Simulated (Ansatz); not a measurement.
Stepwise reaction of `[OH][Sc]([OH])[F]` with hydrogen chloride, as a gas-phase model of exchange steps in deposition or etching. ΔE in kJ/mol; ΔG adds harmonic PBE0-D4 terms to CCSD(T)/CBS, at 1 bar.

Gas-phase electronic energies from Ansatz, PBE0-D4/def2-TZVP geometries. CCSD(T)/CBS adds triple-zeta CCSD(T) − MP2 to the extrapolated MP2 energy (def2 sets, frozen cores). This one scheme is used for every species. DFT in def2-TZVPP. B3LYP here is the variant with VWN-RPA as its local correlation; programs differ in this. For Sc outer-core shells are correlated without core-valence functions, which leaves a few kJ/mol of doubt a bond. Scalar relativity is left out up to krypton. One conformer a species, not always the lowest.

| step | reaction | PBE-D4 | B3LYP-D4 | ωB97M-V | CCSD(T)/CBS | ΔG(600 K) |
| --- | --- | --- | --- | --- | --- | --- |
| 1 | `[OH][Sc]([OH])[F]` + HCl → `[OH][Sc]([F])[Cl]` + H₂O | -47.4 | -46.4 | -47.6 | -47.9 | -42.1 |

(1) Give the row of step 2, `[OH][Sc]([F])[Cl]` + HCl → `[F][Sc]([Cl])[Cl]` + H₂O. (Estimate.)

(2) By hand: ΔE of the 2 steps together at CCSD(T)/CBS.

Answers

(1) The calculation gave: 
```csv
step,reaction,PBE-D4,B3LYP-D4,ωB97M-V,CCSD(T)/CBS,ΔG(600 K)
2,`[OH][Sc]([F])[Cl]` + HCl → `[F][Sc]([Cl])[Cl]` + H₂O,-35.3,-33.8,-33.7,-36.1,-24.5
```

(2) (-47.9) + (-36.1) = -84.0 kJ/mol, or -42.0 kJ/mol a step.

In ΔE each step is higher than the one before. All are downhill at CCSD(T)/CBS. ΔG lies between -42.1 and -24.5 kJ/mol a step. PBE-D4 differs from CCSD(T)/CBS by 0.5 to 0.8 kJ/mol a step. Isolated molecules leave out the surface, adducts and barriers. Largest T1 diagnostic: 0.016.
